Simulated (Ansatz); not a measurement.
Ansatz input wanted

The species is BF4 (5 atoms), meant as a doublet with charge 0. SMILES of the parent species: `F[B-](F)(F)F`. Geometry: optimised at PBE0/def2-SVP.

```xyz
5

F    -0.0300   -0.0589    1.4257
B     0.1061   -0.1145    0.1128
F     0.9705   -0.9562   -0.4252
F    -1.2047   -0.1082   -0.5988
F     0.1581    1.2378   -0.5145
```

Settings wanted:

* basis set: def2-SVP
* integral approximation: automatic
* task: energy
* method: DFT
* functional: PBE
* reference: UKS
* accuracy: medium
* start density: atoms

Question: Give an Ansatz 0.2.0 job that does this.

Answer: One that was run (others would do as well):

input.yaml:
```yaml
crystal:
  periodic: [false, false, false]
  atoms:
    - {symbol: F, position_ang: [-0.029999, -0.058947, 1.425683]}
    - {symbol: B, position_ang: [0.106109, -0.114504, 0.112846]}
    - {symbol: F, position_ang: [0.970506, -0.956176, -0.425229]}
    - {symbol: F, position_ang: [-1.204739, -0.108167, -0.598790]}
    - {symbol: F, position_ang: [0.158123, 1.237794, -0.514509]}
basis:
  gaussian: {orbitals: def2-SVP}
magnetization: {spin_polarized: true, initial_magnetization: 1}
hamiltonian: {xc: pbe}
```

```bash
$ ansatz run input.yaml --threads 1 --pin off --max-ram 3480MiB --events-out events.jsonl --progress --plain --runs-dir runs
```

Calculated total energy: -423.55541 Eh.
